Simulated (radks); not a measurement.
All-electron atom: Mg XI in [He]. Calculated with a radial shooting solver on a logarithmic mesh with Libxc functionals: scalar-relativistic Kohn-Sham, LDA (Slater exchange, Perdew-Wang correlation), spin-unpolarised, spherical densities, finite nucleus; Fermi nuclear charge, rms radius 3.057 fm. Some entries of the table are withheld. Estimate them.

orbital  occ.  eigenvalue (eV)  <1/r> (bohr^-1)  r(max) (bohr)
1s          2        -1681.921            11.69            (1)
2s          0        -376.7845            2.733            (2)
2p          0        -361.6418            2.679         0.3723

Answer. 
(1) 1s r(max) (bohr): 0.08500
(2) 2s r(max) (bohr): 0.4701
